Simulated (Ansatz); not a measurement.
Total energies of `C=CC[Si](F)(F)F`.

```csv
atom,x (Å),y (Å),z (Å)
C1,1.047,1.695,0.524
C2,0.240,0.692,0.840
C3,-0.803,0.117,-0.064
Si4,-0.326,-1.542,-0.706
F5,-1.502,-2.202,-1.527
F6,0.924,-1.465,-1.664
F7,0.040,-2.532,0.468
H8,0.987,2.193,-0.439
H9,1.796,2.053,1.219
H10,0.339,0.219,1.814
H11,-0.983,0.770,-0.924
H12,-1.759,0.001,0.460
```

The species carries charge 0 and has multiplicity 1. The structure was optimised at the PBE0-D4/def2-TZVP level. It is one conformer, not always the lowest. Basis def2-TZVPP, Ansatz 0.2.0.

RPA on PBE orbitals: Hartree–Fock energy of these orbitals -704.09139 Eh, correlation -2.09889 Eh (frozen core).

```csv
functional,energy without D4 (Eh),D4 term (kJ/mol)
LDA (SPW92),-702.58874,–
PBE,-706.14464,-26.6
revPBE,-706.53062,-82.6
BLYP,-706.65981,-58.4
r2SCAN,-706.52768,-6.7
B97M-V,-706.56949,–
PBE0,-706.19049,-22.5
B3LYP,-706.76912,-42.6
r2SCANh,-706.50556,-7.1
r2SCAN0,-706.47396,-7.9
HSE06 (plane-wave form),-706.16512,-20.9
BHLYP,-706.57061,-31.5
CAM-B3LYP,-706.62377,-22.7
LC-ωPBE,-706.41020,–
ωB97X-V,-706.56343,–
ωB97M-V,-706.60320,–
B2PLYP,-706.36655,–
PBE-QIDH,-706.06127,–
```

B3LYP takes the VWN-RPA correlation (the form of Gaussian; ORCA's B3LYP/G). HSE06 is the plane-wave form, built on full-range PBE exchange. The double hybrids freeze the cores in their second-order part.

LC-ωPBE has ω = 0.4 bohr⁻¹.
